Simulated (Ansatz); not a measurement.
```xyz
2

Ti    0.0000    0.0000    0.8100
O     0.0000    0.0000   -0.8100
```

Basis set: cc-pVTZ (spherical functions). Frozen core: 6 orbitals. Correlation on ROHF uses semicanonical orbitals with singles. Charge 0, multiplicity 3.

Computed with Ansatz (development build ahead of 0.2.0); the reference of a correlated method needn't be the lowest determinant of its kind.

Task: Give the atomization energy at this shape (free ground-state atoms in the same class of orbitals less the molecule, no zero-point energy) of triplet TiO by ROHF-CCSD(T), ROHF-CCSD, UHF-CCSD(T).

Result:

```
      method  atomization energy
ROHF-CCSD(T)             6.70 eV
   ROHF-CCSD             6.00 eV
 UHF-CCSD(T)             6.67 eV
```

Caution: large share of triples, a single reference is doubtful; the reference determinant was not shown to be the lowest.
